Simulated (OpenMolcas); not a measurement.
**Fe4+: moving or changing the point charges**

Fe4+ among 6 point charges of -1.5 e arranged as a trigonal prism (D3h), 2.07 Å from the ion, with a polar angle of 42.7° against the regular 49.1°.

| Property | Result |
| --- | --- |
| Program | OpenMolcas 26.06 |
| Method | SS-CASPT2, IPEA 0.25 Eh, imaginary shift 0.1 Eh (closed shells correlated: 3s 3p) |
| Basis | ANO-RCC-VDZP [5s4p2d1f] |
| Scalar Hamiltonian | DKH2, point nucleus |
| Active space | 4 electrons in 5 orbitals (3d) |
| State averaging | 2S+1 = 5 even, 5 roots; 2S+1 = 3 even, 45 roots; 2S+1 = 1 even, 50 roots |
| Spin-orbit coupling | RASSI with atomic mean-field integrals over the reference wave functions |

Runs around this geometry, states (labels of D3, the rotations of D3h). Energies in cm-1 above the lowest state or level, χT in cm3 K/mol.

| R (Å) | q (e) | Polar angle / regular | Ground state | First state of that spin | First gap with spin-orbit (degeneracies) | χT at 300 K | First state of another spin |
| --- | --- | --- | --- | --- | --- | --- | --- |
| 2.07 | -1.2 | 0.87 | 5A1 | 5E 300 | 59 (1, 2) | 1.540 | 3E 26130 |
| 1.89 | -1.5 | 0.87 | 5A1 | 5E 200 | 57 (1, 2) | 1.534 | 3E 25830 |
| 2.07 | -1.5 | 0.87 | 5A1 | 5E 350 | 58 (1, 2) | 1.561 | 3E 26110 |
| 2.31 | -1.5 | 0.87 | 5A1 | 5E 390 | 59 (1, 2) | 1.565 | 3E 26250 |
| 2.07 | -1.5 | 0.94 | 5E | 5A1 100 | 54 (1, 2) | 1.536 | 3E 25850 |

The ground state changes within this set.

Roots that are degenerate in the reference are averaged as groups; the widest CASPT2 spread within a group is 69 cm-1 (the 2-fold group of multiplicity 1 near 108000 cm-1 above the lowest state of its run, R = 1.89, q = -1.5, ratio = 0.87). Shifts and gaps below about the spread of the groups concerned are not significant. Point charges give a weaker field than real ligands, and real ions of this kind are often low spin; the high spin found here belongs to the model. Free-ion shares, where given, are those of the reference states; single-state CASPT2 does not remix them. Spin-orbit coupling mixes the spin-free states strongly: the lowest level takes only 55 % from its leading state, 5A1 (figures for R = 2.07, q = -1.2, ratio = 0.87; the like holds for R = 1.89, q = -1.5, ratio = 0.87, R = 2.07, q = -1.5, ratio = 0.87, R = 2.31, q = -1.5, ratio = 0.87, R = 2.07, q = -1.5, ratio = 0.94). The ground term spreads over less than 5000 cm-1, several times less than with real ligands, so orbital moments are less quenched and χT lies further from the spin-only value than at real sites (holds for R = 2.07, q = -1.2, ratio = 0.87; R = 2.31, q = -1.5, ratio = 0.87; R = 2.07, q = -1.5, ratio = 0.94). An orbital doublet at a regular site is open to a Jahn-Teller distortion, which this geometry leaves out (holds for R = 2.07, q = -1.5, ratio = 0.94). Point charges carry no covalency, so the field is a model and not that of real ligands. An unlabelled pair can be two single states that coincide in this model. No measured value stands beside these numbers.
